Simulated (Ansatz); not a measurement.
Reaction (ligand exchange at the Si–N bond): `[SiH3]N[SiH3]` + `OC(F)F` → `FC(F)O[SiH3]` + `N[SiH3]`

Isolated molecules relaxed with PBE0-D4/def2-TZVP in Ansatz; ΔE leaves out vibrations. CBS: MP2 limit from def2 TZ/QZ plus the TZ coupled-cluster correction, frozen cores. This one scheme is used for every species. DFT in def2-TZVPP. B3LYP here is the variant with VWN-RPA as its local correlation; programs differ in this. Each species was taken in one conformer, which may not be the lowest.

```
             level  ΔE (kJ/mol)  difference from CCSD(T)/CBS
            PBE-D4        -20.3                          4.5
         revPBE-D4        -18.8                          6.0
          B3LYP-D4        -26.1                         -1.3
           ωB97X-V        -26.1                         -1.3
           ωB97M-V        -25.3                         -0.5
            B2PLYP        -27.6                         -2.8
            revPBE        -21.9                          2.9
           r2SCAN0        -25.0                         -0.2
             BHLYP        -29.7                         -4.9
SCS-MP2/def2-QZVPP        -26.6                         -1.8
       CCSD(T)/CBS        -24.8                            0
```

Largest T1 diagnostic among the species: 0.012.

In def2-TZVPP, CCSD(T) changes the Hartree–Fock value by +7.5 kJ/mol (the triples alone add +1.0 kJ/mol) and MP2 by +7.5 kJ/mol. Leaving LDA and LC-ωPBE aside and taking each functional with its dispersion term where it has one, the values, not all of them listed here, spread over 9.1 kJ/mol, from CAM-B3LYP-D4 to revPBE-D4.
